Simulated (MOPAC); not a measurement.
Input for MOPAC: PM6 on C2H6OSi (a complex).

```
PM6 1SCF PRECISE CHARGE=0 THREADS=1
C2H6OSi

C      0.50698490 1    -0.51613621 1     0.12668208 1
O      1.02715108 1     0.04598754 1    -0.69681526 1
C     -0.79605221 1    -1.09450329 1     3.71646832 1
Si     0.06997300 1     0.55596134 1     3.51954696 1
H     -0.80019361 1    -1.63905904 1     2.77135961 1
H     -1.83063345 1    -0.95488001 1     4.03513664 1
H     -0.29288685 1    -1.71064578 1     4.46385960 1
H      1.47665764 1     0.36600108 1     3.08786597 1
H      0.07712091 1     1.30093630 1     4.80297334 1
H     -0.61364450 1     1.39306706 1     2.50314156 1
```

It printed:

```
*******************************************************************************
 **                                                                           **
 **                              MOPAC v23.2.5                                **
 **                                                                           **
 *******************************************************************************
 ** MOPAC's Digital Object Identifier: https://doi.org/10.5281/zenodo.6511958 **
 **                                                                           **
 ** Please cite the open-source release paper for use of this MOPAC version:  **
 ** J. E. Moussa and J. J. P. Stewart (2026)                                  **
 ** MOPAC: An open-source semiempirical molecular orbital program             **
 ** J. Open Source Softw., 11(119), 8025, https://doi.org/10.21105/joss.08025 **
 *******************************************************************************

                              PM6 CALCULATION RESULTS

 *******************************************************************************
 *  PM6        - The PM6 Hamiltonian to be used
 *
 *
 *
 *                 CHARGE ON SYSTEM = 0
 *
 *
 *
 *  PRECISE    - TIGHTER CRITERIA TO BE USED
 *  1SCF       - DO 1 SCF AND THEN STOP
 *  THREADS=1  - MULTI-THREADING NOT USED
 *  T=         - A TIME OF 172800.0 SECONDS REQUESTED
 *  DUMP=N     - RESTART FILE WRITTEN EVERY 7200.0 SECONDS REQUESTED
 *******************************************************************************
PM6 1SCF PRECISE CHARGE=0 THREADS=1
 C2H6OSi

   ATOM   CHEMICAL          X               Y               Z
  NUMBER   SYMBOL      (ANGSTROMS)     (ANGSTROMS)     (ANGSTROMS)

     1       C          0.50698490  *  -0.51613621  *   0.12668208  *
     2       O          1.02715108  *   0.04598754  *  -0.69681526  *
     3       C         -0.79605221  *  -1.09450329  *   3.71646832  *
     4      Si          0.06997300  *   0.55596134  *   3.51954696  *
     5       H         -0.80019361  *  -1.63905904  *   2.77135961  *
     6       H         -1.83063345  *  -0.95488001  *   4.03513664  *
     7       H         -0.29288685  *  -1.71064578  *   4.46385960  *
     8       H          1.47665764  *   0.36600108  *   3.08786597  *
     9       H          0.07712091  *   1.30093630  *   4.80297334  *
    10       H         -0.61364450  *   1.39306706  *   2.50314156  *



          CARTESIAN COORDINATES

    NO.       ATOM           X           Y           Z

     1         C          0.5070     -0.5161      0.1267
     2         O          1.0272      0.0460     -0.6968
     3         C         -0.7961     -1.0945      3.7165
     4        Si          0.0700      0.5560      3.5195
     5         H         -0.8002     -1.6391      2.7714
     6         H         -1.8306     -0.9549      4.0351
     7         H         -0.2929     -1.7106      4.4639
     8         H          1.4767      0.3660      3.0879
     9         H          0.0771      1.3009      4.8030
    10         H         -0.6136      1.3931      2.5031

 General Reference for PM6:
 "Optimization of Parameters for Semiempirical Methods V: Modification of NDDO Approximations
 and Application to 70 Elements", J. J. P. Stewart, J. Mol. Mod., 13, 1173-1213 (2007)
 URL: https://link.springer.com/article/10.1007/s00894-007-0233-4

           Empirical Formula: C2 H6 O Si  =    10 atoms



      MOLECULAR POINT GROUP   :   Cs


      RHF CALCULATION, NO. OF DOUBLY OCCUPIED LEVELS = 12


 -------------------------------------------------------------------------------
 PM6 1SCF PRECISE CHARGE=0 THREADS=1
 C2H6OSi



     1SCF WAS SPECIFIED, SO BFGS WAS NOT USED
     SCF FIELD WAS ACHIEVED


                              PM6 CALCULATION
                                                       MOPAC v23.2.5 Linux




          FINAL HEAT OF FORMATION =        -24.98616 KCAL/MOL =    -104.54210 KJ/MOL


          COSMO AREA              =        135.92 SQUARE ANGSTROMS
          COSMO VOLUME            =        123.81 CUBIC ANGSTROMS

          IONIZATION POTENTIAL    =         11.024854 EV
          HOMO LUMO ENERGIES (EV) =        -11.025  0.564
          NO. OF FILLED LEVELS    =         12
          MOLECULAR WEIGHT        =         74.1543         POINT GROUP:  Cs

          MOLECULAR DIMENSIONS (Angstroms)

            Atom       Atom       Distance
            H     9    O     2     5.72059
            H     7    H    10     3.50082
            H     6    H     8     3.34409


          SCF CALCULATIONS        =          1





   ATOM   CHEMICAL          X               Y               Z
  NUMBER   SYMBOL      (ANGSTROMS)     (ANGSTROMS)     (ANGSTROMS)

     1       C          0.50698490  *  -0.51613621  *   0.12668208  *
     2       O          1.02715108  *   0.04598754  *  -0.69681526  *
     3       C         -0.79605221  *  -1.09450329  *   3.71646832  *
     4      Si          0.06997300  *   0.55596134  *   3.51954696  *
     5       H         -0.80019361  *  -1.63905904  *   2.77135961  *
     6       H         -1.83063345  *  -0.95488001  *   4.03513664  *
     7       H         -0.29288685  *  -1.71064578  *   4.46385960  *
     8       H          1.47665764  *   0.36600108  *   3.08786597  *
     9       H          0.07712091  *   1.30093630  *   4.80297334  *
    10       H         -0.61364450  *   1.39306706  *   2.50314156  *

                             CARTESIAN COORDINATES

   1    C        0.506984900    -0.516136210     0.126682080
   2    O        1.027151080     0.045987540    -0.696815260
   3    C       -0.796052210    -1.094503290     3.716468320
   4   Si        0.069973000     0.555961340     3.519546960
   5    H       -0.800193610    -1.639059040     2.771359610
   6    H       -1.830633450    -0.954880010     4.035136640
   7    H       -0.292886850    -1.710645780     4.463859600
   8    H        1.476657640     0.366001080     3.087865970
   9    H        0.077120910     1.300936300     4.802973340
  10    H       -0.613644500     1.393067060     2.503141560


           Empirical Formula: C2 H6 O Si  =    10 atoms



      MOLECULAR POINT GROUP   :   Cs


                  EIGENVALUES
 -34.28690 -24.94389 -20.08301 -17.99808 -15.89737 -15.89641 -13.98226 -13.97635
 -11.95461 -11.27157 -11.18211 -11.02485   0.56403   1.06557   1.18726   1.29748
   1.41453   1.91164   1.91460   2.91745   4.52622   4.70126   4.72267   5.31960
   5.94110   5.98636   7.15977


              NET ATOMIC CHARGES AND DIPOLE CONTRIBUTIONS

  ATOM NO.   TYPE          CHARGE      No. of ELECS.   s-Pop       p-Pop       d-Pop
    1          C           0.315286        3.6847     1.72220     1.96251
    2          O          -0.313618        6.3136     1.79977     4.51385
    3          C          -0.808117        4.8081     1.07809     3.73003
    4         Si           0.227493        3.7725     1.20494     1.96596     0.60161
    5          H           0.202701        0.7973     0.79730
    6          H           0.197419        0.8026     0.80258
    7          H           0.197403        0.8026     0.80260
    8          H          -0.007455        1.0075     1.00745
    9          H          -0.003791        1.0038     1.00379
   10          H          -0.007321        1.0073     1.00732
 DIPOLE           X         Y         Z       TOTAL
 POINT-CHG.    -0.439    -0.204     1.133     1.232
 HYBRID         0.118    -0.390    -1.036     1.113
 SUM           -0.320    -0.594     0.097     0.681


          ATOMIC ORBITAL ELECTRON POPULATIONS

     Atom    s        px        py        pz      x^2-y^2     xz        z^2       yz        xy
    1  C   1.72220   0.59290   0.61288   0.75673
    2  O   1.79977   1.50952   1.50857   1.49576
    3  C   1.07809   1.22579   1.30315   1.20109
    4 Si   1.20494   0.67682   0.56749   0.72165   0.14532   0.07679   0.09924   0.18841   0.09184
    5  H   0.79730
    6  H   0.80258
    7  H   0.80260
    8  H   1.00745
    9  H   1.00379
   10  H   1.00732

 **********************
 *                    *
 * JOB ENDED NORMALLY *
 *                    *
 **********************




 == MOPAC DONE ==
```

The run finished.

Cost: about 0.020 core-seconds (a rough figure).
